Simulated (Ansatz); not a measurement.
Abridged output of a molecular run in Ansatz:

```
Functional definition: HF
  name "HF"
  cite "Fock, Z. Phys. 61, 126 (1930) doi:10.1007/BF01340294"
  parent pbe
  exchange = exact_x
  correlation = 0
951 factors; integrals over basis functions are off by at most 1.2e-3 eV
mean field evaluation 1: about -24155.9623 eV, gradient 3.8e1 eV
mean field evaluation 2: about -24156.0104 eV, gradient 3.8e1 eV
mean field evaluation 4: about -24159.4607 eV, gradient 3.5e0 eV
mean field evaluation 8: about -24159.5140 eV, gradient 2.8e-1 eV
mean field -24159.51448208 eV, -887.8457813094 hartree, gradient 1.3e-6 eV, S^2 0.000000; 0 other end points of the search recorded, 0 dependent functions left out
13 core orbitals not correlated: weight in the atoms' cores, before any rotation towards them, 1.000 or more for the frozen orbitals, at most 0.000 for the correlated occupied ones
reference -24159.51448208 eV, -887.8457813094 hartree; 14, 14 occupied and 71, 71 virtual orbitals, 951 factors
second order -17.27340034 eV of doubles, -0.00000000 eV of singles
cycle   1  -17.92810511 eV  change   -6.5e-1 eV  update   1.0e-1
cycle   2  -18.36501441 eV  change   -4.4e-1 eV  update   3.0e-2
cycle   3  -18.47045117 eV  change   -1.1e-1 eV  update   1.6e-2
cycle   4  -18.46588237 eV  change    4.6e-3 eV  update   4.7e-3
cycle   5  -18.46384822 eV  change    2.0e-3 eV  update   2.2e-3
cycle   6  -18.46406227 eV  change   -2.1e-4 eV  update   8.6e-4
cycle   7  -18.46384975 eV  change    2.1e-4 eV  update   3.6e-4
cycle   8  -18.46381251 eV  change    3.7e-5 eV  update   1.4e-4
cycle   9  -18.46386493 eV  change   -5.2e-5 eV  update   5.9e-5
cycle  10  -18.46385056 eV  change    1.4e-5 eV  update   2.2e-5
perturbative correction -0.57246596 eV, -0.0210377359 hartree
Total energy: -24178.55079859 eV, -888.5453530380 hartree
```

Its atoms:

Cartesian coordinates in Å:
```
O -0.7802 1.9411 -0.2270
Si -0.7616 0.3097 -0.0826
C 0.8370 -0.8964 -0.1868
B 0.3200 -0.5964 1.1843
Cl 1.1363 -0.3626 2.6983
H -1.1358 2.3223 -1.0314
H -1.7390 -0.2994 -1.0161
H 1.8884 -0.9154 -0.4666
H 0.2347 -1.5029 -0.8722
```

(1) Which basis set was used?
A. cc-pV(T+d)Z
B. def2-SVP
C. def2-TZVPP
D. cc-pV(Q+d)Z

(2) Write the keys of the input that set method, charge and spin (a neutral closed shell needs none for the last two).

## Answers

(1) B. It gives 98 functions.

(2) 
```yaml
correlation: {method: ccsd_t}
```
